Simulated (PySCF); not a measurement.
GeBi at BLYP

Level: BLYP. PySCF, scalar-relativistic core potentials, basis sets Ge def2-SVP, Bi def2-SVP with ECP60.

```json
{
 "state": "²Π (doublet), unpaired electrons π ↑",
 "bond length": "2.587 Å",
 "harmonic wavenumber": "231 cm⁻¹",
 "force constant": "1.71 mdyn/Å",
 "rotational constant Be": "0.04612 cm⁻¹",
 "anharmonicity ωexe": "0.424 cm⁻¹",
 "vibration–rotation constant αe": "0.000118 cm⁻¹",
 "well depth De to Ge + Bi": "2.81 eV",
 "dissociation energy D0": "2.80 eV",
 "bond order (Mayer)": "2.32",
 "dipole moment (positive dipole means Ge(−)Bi(+))": "0.13 D"
}
```

Spin–orbit coupling is left out, which matters for elements this heavy, above all for dissociation energies. The state was picked by a PBE0 search and need not be the measured ground state.
